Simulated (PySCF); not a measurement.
C7H12BN.
Bonds: C1–C2, C2–C3, C2–N4, N4–B5, B5–C6, C6–C7 (double), C7–C8, C8–C9 (double), N4–C9. Hydrogens: H10, H11, H12 on C1; H13 on C2; H14, H15, H16 on C3; H17 on B5; H18 on C6; H19 on C7; H20 on C8; H21 on C9.

The calculation used PySCF 2.14.0, PBE0-D3(BJ)/def2-SVP geometry optimisation, gas phase.

Give the optimised bond lengths and angles.

```
                   bond  length (Å)   order
           C1–C2, C2–C3       1.523  single
                  C2–N4       1.473  single
                  N4–B5       1.440  single
                  B5–C6       1.512  single
                  C6=C7       1.375  double
                  C7–C8       1.418  single
                  C8=C9       1.369  double
                  N4–C9       1.360  single
C1–H10 and 5 like bonds       1.100  single
                 C2–H13       1.099  single
                 B5–H17       1.210  single
                 C6–H18       1.094  single
                 C7–H19       1.096  single
                 C8–H20       1.091  single
                 C9–H21       1.093  single
```

Bonds in one row agree within 0.01 Å and their mean is given. Orders are formal, as drawn. A selection of angles:
```
     angle  degrees
 C2–C1–H10    112.0
 C2–C1–H11    110.1
H10–C1–H11    107.5
  C1–C2–C3    112.7
  C1–C2–N4    111.7
 C1–C2–H13    107.9
 N4–C2–H13    104.4
  C2–N4–B5    121.0
  C2–N4–C9    118.1
  B5–N4–C9    121.0
  N4–B5–C6    116.5
 N4–B5–H17    117.3
 C6–B5–H17    126.2
  B5–C6–C7    118.7
 B5–C6–H18    122.9
 C7–C6–H18    118.4
  C6–C7–C8    121.1
 C6–C7–H19    121.1
 C8–C7–H19    117.8
  C7–C8–C9    120.3
 C7–C8–H20    120.8
 C9–C8–H20    118.9
 C8–C9–H21    120.5
  N4–C9–C8    122.4
 N4–C9–H21    117.0
```

Dihedral angles: C1–C2–N4–B5 118° (anticlinal); C2–N4–B5–C6 180° (antiperiplanar); N4–B5–C6–C7 0° (synperiplanar); B5–C6–C7–C8 0° (synperiplanar); C6–C7–C8–C9 0° (synperiplanar); C7–C8–C9–N4 0° (synperiplanar); C2–N4–C9–C8 180° (antiperiplanar).

The 2 C–N bonds span 1.360 Å (N4–C9, drawn single) to 1.473 Å (C2–N4, drawn single), a spread of 0.113 Å. B5 (ring boron) is planar (angles 126.2°, 117.3° and 116.5°, sum 360.0°, 0.00 Å off the plane of its three neighbours). Of the pairs four or more bonds apart, H13···H17 is among the closest relative to their van der Waals radii: 2.21 Å, 92 % of the sum of Bondi's values. N4 (ring nitrogen) is planar (angles 121.0°, 121.0° and 118.1°, sum 360.0°, 0.00 Å off the plane of its three neighbours). The 6-membered ring N4–B5–C6–C7–C8–C9 has internal angles of 116.5° to 122.4° (sum 720°, against 720° for a flat polygon); it is planar, 0.00 Å rms from its mean plane, widest ring torsion 0°. The C–C distances run from 1.369 Å (C8=C9, drawn double) to 1.523 Å (C2–C3, drawn single), a spread of 0.154 Å.

No PBE0-D3(BJ)/def2-SVP frequencies stand behind this structure, so it isn't proved a minimum. The numbers are those of one conformer.

Hardware: one thread, Intel Xeon at 2.50 GHz (x86_64), no GPU, shared host. Cost: 7.8 min, 0.85 GiB resident at most. These figures are those of the optimisation.
